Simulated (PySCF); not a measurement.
C4H10O2, singlet, geometry from GFN2-xTB; WB97X/STO-3G (PySCF).

PySCF was given this input:
```python
from pyscf import gto, scf, dft

mol = gto.Mole()
mol.atom = '''
    C     2.54950472    0.54334797   -0.24605806
    O     1.38345909   -0.09997987    0.19559518
    C     0.23988357    0.24045846   -0.55972664
    C    -0.95499430   -0.50342354    0.04806535
    C    -2.24478646   -0.19004403   -0.69843881
    O    -1.11983341   -0.13106068    1.39642165
    H     2.45241018    1.63403526   -0.17660422
    H     3.35582024    0.20771282    0.40294336
    H     2.78045923    0.27681584   -1.28466438
    H     0.06530137    1.32623464   -0.51216537
    H     0.37389487   -0.04723821   -1.61269568
    H    -0.74305430   -1.58420892   -0.01046806
    H    -2.44188471    0.87797047   -0.66031259
    H    -2.17127461   -0.50778994   -1.73444189
    H    -3.06987896   -0.70923108   -0.22025609
    H    -0.24844409   -0.16800953    1.80947925
'''
mol.basis = 'sto-3g'
mol.verbose = 3
mol.build()

mf = dft.RKS(mol)
mf.xc = 'wb97x'
mf.kernel()
mf.analyze()
```

Output, abridged:

```
converged SCF energy = -304.849415301703
**** MO energy ****
MO #1   energy= -18.9493824408246  occ= 2
MO #2   energy= -18.9080911128851  occ= 2
MO #3   energy= -10.139156016216   occ= 2
MO #4   energy= -10.1387175290562  occ= 2
MO #5   energy= -10.1343599788414  occ= 2
MO #6   energy= -10.0848416596212  occ= 2
MO #7   energy= -1.11474243257167  occ= 2
MO #8   energy= -1.07301840834277  occ= 2
MO #9   energy= -0.860510424703194 occ= 2
MO #10  energy= -0.801469075838455 occ= 2
MO #11  energy= -0.729668945358432 occ= 2
MO #12  energy= -0.663581147245381 occ= 2
MO #13  energy= -0.575122106459027 occ= 2
MO #14  energy= -0.550568296517305 occ= 2
MO #15  energy= -0.544340484516757 occ= 2
MO #16  energy= -0.522640679559569 occ= 2
MO #17  energy= -0.490343514788719 occ= 2
MO #18  energy= -0.470549529720492 occ= 2
MO #19  energy= -0.448848202746156 occ= 2
MO #20  energy= -0.43601828350168  occ= 2
MO #21  energy= -0.414326797141086 occ= 2
MO #22  energy= -0.32560499365341  occ= 2
MO #23  energy= -0.311118022098094 occ= 2
MO #24  energy= -0.248631636314752 occ= 2
MO #25  energy= -0.23416273998065  occ= 2
MO #26  energy= 0.393908205208532  occ= 0
MO #27  energy= 0.446745225367399  occ= 0
MO #28  energy= 0.489215043743843  occ= 0
MO #29  energy= 0.513232526255104  occ= 0
MO #30  energy= 0.534298133258626  occ= 0
MO #31  energy= 0.553688237434244  occ= 0
MO #32  energy= 0.557931929776414  occ= 0
MO #33  energy= 0.560664550186211  occ= 0
 ** Mulliken atomic charges  **
charge of    0C =     -0.05115
charge of    1O =     -0.15633
charge of    2C =     -0.00961
charge of    3C =      0.06284
charge of    4C =     -0.14554
charge of    5O =     -0.21129
charge of    6H =      0.03643
charge of    7H =      0.05377
charge of    8H =      0.03683
charge of    9H =      0.03109
charge of   10H =      0.03047
charge of   11H =      0.02538
charge of   12H =      0.05078
charge of   13H =      0.04888
charge of   14H =      0.05515
charge of   15H =      0.14230
Dipole moment(X, Y, Z, Debye):  1.21164,  0.42739, -1.33250
```
